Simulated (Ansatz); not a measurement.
Reaction (homolysis of the Ga–Sn bond): `[GaH2][SnH3]` → `[GaH2]`• + `[SnH3]`•

Gas-phase electronic energies from Ansatz, PBE0-D4/def2-TZVP geometries. CCSD(T)/CBS is the MP2 limit (def2-TZVPP, def2-QZVPP) plus CCSD(T) − MP2 in def2-TZVPP, frozen cores. Functionals use def2-TZVPP. B3LYP here is the variant with VWN-RPA as its local correlation; programs differ in this. HSE06 is defined as in plane-wave codes. Open shells (•) are unrestricted, without spin–orbit coupling. def2 core potentials past Kr. For Ga, Sn outer-core shells are correlated without core-valence functions, which leaves a few kJ/mol of doubt a bond. Scalar relativity is left out up to krypton.

`[GaH2][SnH3]`:

Cartesian coordinates in Å:
```
Ga -0.695 0.424 1.311
Sn 0.505 -0.298 -0.903
H -1.980 -0.342 1.795
H -0.160 1.631 2.165
H 2.099 0.306 -1.040
H 0.592 -1.999 -1.065
H -0.362 0.279 -2.263
```

`[GaH2]`•:

Z-matrix (Å, degrees):
```
Ga
H 1 1.593
H 1 1.593 2 120.6
```

`[SnH3]`•:

Z-matrix (Å, degrees):
```
Sn
H 1 1.715
H 1 1.715 2 109.6
H 1 1.715 2 109.6 3 120.4
```

| level | ΔE (kcal/mol) | difference from CCSD(T)/CBS |
| --- | --- | --- |
| LDA (SPW92) | 72.0 | 2.6 |
| PBE-D4 | 62.8 | -6.6 |
| revPBE-D4 | 59.5 | -9.9 |
| BLYP-D4 | 59.7 | -9.7 |
| PBE0-D4 | 63.3 | -6.1 |
| B3LYP-D4 | 61.5 | -7.9 |
| r2SCANh-D4 | 61.1 | -8.3 |
| r2SCAN0-D4 | 61.1 | -8.3 |
| HSE06-D4 | 63.2 | -6.2 |
| BHLYP-D4 | 62.4 | -7.0 |
| CAM-B3LYP-D4 | 62.6 | -6.8 |
| ωB97X-V | 66.5 | -2.9 |
| ωB97M-V | 63.4 | -6.0 |
| B2PLYP | 62.2 | -7.2 |
| PBE-QIDH | 65.0 | -4.4 |
| PBE | 61.4 | -8.0 |
| revPBE | 57.1 | -12.3 |
| BLYP | 57.0 | -12.4 |
| r2SCAN | 60.8 | -8.6 |
| PBE0 | 62.1 | -7.3 |
| B3LYP | 59.2 | -10.2 |
| r2SCANh | 60.7 | -8.7 |
| HSE06 | 62.0 | -7.4 |
| BHLYP | 59.8 | -9.6 |
| CAM-B3LYP | 61.2 | -8.2 |
| LC-ωPBE | 62.8 | -6.6 |
| HF/def2-SVP | 44.5 | -24.9 |
| CCSD/def2-SVP | 59.6 | -9.8 |
| CCSD(T)/def2-SVP | 60.5 | -8.9 |
| HF/def2-TZVPP | 44.0 | -25.4 |
| MP2/def2-TZVPP | 66.5 | -2.9 |
| SCS-MP2/def2-TZVPP | 65.6 | -3.8 |
| CCSD/def2-TZVPP | 63.4 | -6.0 |
| CCSD(T)/def2-TZVPP | 64.9 | -4.5 |
| HF/def2-QZVPP | 43.7 | -25.7 |
| MP2/def2-QZVPP | 69.0 | -0.4 |
| SCS-MP2/def2-QZVPP | 68.1 | -1.3 |
| HF/CBS(def2) | 43.7 | -25.7 |
| MP2/CBS(def2) | 71.0 | 1.6 |
| CCSD/CBS(def2) | 68.0 | -1.4 |
| CCSD(T)/CBS | 69.4 | 0 |

Largest T1 diagnostic among the species: 0.015.

From BLYP to BHLYP (50 % exact exchange), in def2-TZVPP and without D4, ΔE moves by +2.8 kcal/mol. At CCSD(T), def2-SVP lies −8.9 kcal/mol from the extrapolated value and def2-TZVPP −4.5 kcal/mol: correlation converges slowly with the basis, and small sets miss more of it in the bonded molecule than in its fragments.
